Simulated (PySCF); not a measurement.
Level of theory: PBE-D3(BJ)/def2-TZVP // BP86-D3(BJ)/def2-SVP (PySCF). Gas-phase values, no solvent. One relaxed conformer stands for a flexible species; it need not be the lowest. 

Reference species: [Ti(NH2)3(H)] (neutral, multiplicity 1).

```
Item                                                           Result
------------------------------------------------------------  -------
mean distance from the central atom to its bonded neighbours  1.843 Å
HOMO–LUMO gap                                                 3.97 eV
coordination number                                                 4
```

After one change: the mean distance from the central atom to its bonded neighbours goes up by 0.056 Å; the HOMO–LUMO gap falls by 0.26 eV; the coordination number is nearly the same.

What was changed between the two runs? The new species is one of these.
A) [Ti(NH2)(H)3]
B) [Ti(NH2)4]
C) [Ti(H)4]

B, [Ti(NH2)4]
